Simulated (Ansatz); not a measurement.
Reaction (ligand exchange at a Ge–C bond): `[F][GeH2][CH2]Cl` + `[OH][GeH3]` → `[F][GeH2][O][GeH3]` + `CCl`

Gas-phase electronic energies from Ansatz, PBE0-D4/def2-TZVP geometries. CCSD(T)/CBS adds triple-zeta CCSD(T) − MP2 to the extrapolated MP2 energy (def2 sets, frozen cores). This one scheme is used for every species. DFT in def2-TZVPP. B3LYP here is the variant with VWN-RPA as its local correlation; programs differ in this. For Ge outer-core shells are correlated without core-valence functions, which leaves a few kJ/mol of doubt a bond. Scalar relativity is left out up to krypton. Each species was taken in one conformer, which may not be the lowest.

| level | ΔE (kJ/mol) | difference from CCSD(T)/CBS |
| --- | --- | --- |
| PBE-D4 | -66.1 | 7.9 |
| r2SCAN-D4 | -75.6 | -1.6 |
| PBE0-D4 | -69.5 | 4.5 |
| B3LYP-D4 | -76.6 | -2.6 |
| ωB97X-V | -76.9 | -2.9 |
| ωB97M-V | -74.0 | 0.0 |
| B2PLYP | -79.2 | -5.2 |
| PBE | -65.9 | 8.1 |
| r2SCAN | -75.5 | -1.5 |
| PBE0 | -69.3 | 4.7 |
| B3LYP | -76.5 | -2.5 |
| HF/def2-TZVPP | -93.9 | -19.9 |
| MP2/def2-TZVPP | -77.7 | -3.7 |
| SCS-MP2/def2-TZVPP | -81.7 | -7.7 |
| CCSD/def2-TZVPP | -78.4 | -4.4 |
| CCSD(T)/def2-TZVPP | -77.2 | -3.2 |
| HF/def2-QZVPP | -95.3 | -21.3 |
| MP2/def2-QZVPP | -76.3 | -2.3 |
| SCS-MP2/def2-QZVPP | -80.4 | -6.4 |
| HF/CBS(def2) | -95.4 | -21.4 |
| MP2/CBS(def2) | -74.4 | -0.4 |
| CCSD/CBS(def2) | -75.1 | -1.1 |
| CCSD(T)/CBS | -74.0 | 0 |

Largest T1 diagnostic among the species: 0.012.

In def2-TZVPP, CCSD(T) changes the Hartree–Fock value by +16.6 kJ/mol (the triples alone add +1.1 kJ/mol) and MP2 by +16.2 kJ/mol. From PBE to PBE0 (25 % exact exchange), in def2-TZVPP and without D4, ΔE moves by −3.4 kJ/mol.
